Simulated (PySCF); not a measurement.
Telling isomers of C5H2ClF3P2 apart by NMR

- shielding tensors at PBE0/pcSseg-1 (GIAO)
- GFN2-xTB geometry
- run in PySCF 2.14.0 with density-fitted response routines
- no relativistic terms, rapidly exchanging positions averaged, isolated molecule, one computed conformer

References, each an isolated molecule treated in the same way: $^{1}$H and $^{13}$C against TMS. Splittings of carbon signals by F and P are missing where no couplings were computed. Where no couplings were computed, multiplicities follow the n + 1 count of equivalent neighbours, and m marks all less simple cases (inequivalent or close neighbours, rings, F or P nearby). Shifts are as computed. Against solution values, carbons near 30 ppm lie about +3 ppm off and those near 130 ppm about +5 ppm; carbons on Cl a further +6 ppm. Of 1211 compounds with measured shifts, 218 miss one by over three times the rms of a fit or turn the order of signals round; such compounds aren't used in these exercises. Carbons bonded to Cl come out too deshielded.

(1) Tabulate the signals of `FC(F)(F)c1pccc(Cl)p1`, `FC(F)(F)c1ccpc(Cl)p1` and their relative energies.

(2) What is the quickest way to tell FC(F)(F)c1pccc(Cl)p1 from FC(F)(F)c1ccpc(Cl)p1?

Answers

(1) 
```tsv
SMILES	carbon types	δC	δH	E rel. (kcal/mol)
FC(F)(F)c1pccc(Cl)p1	3×C 2×CH	205.9, 183.8, 164.3, 141.2, 136.3	9.46 (m, 1H), 8.51 (m, 1H)	0.0
FC(F)(F)c1ccpc(Cl)p1	3×C 2×CH	224.8, 170.3, 165.7, 136.6, 135.0	9.40 (m, 1H), 8.49 (m, 1H)	0.0
```

Energies are electronic energies at PBE0/pcSseg-1 on these geometries, without zero-point or thermal terms, each for the one conformer computed, which needn't be the lowest.

(2) Both give the same number of carbon signals, with the same numbers of each carbon type, so the positions decide. The first has a substituted aromatic carbon (C) at 205.9 ppm, the second an aromatic carbon bearing chlorine (C) at 224.8 ppm.
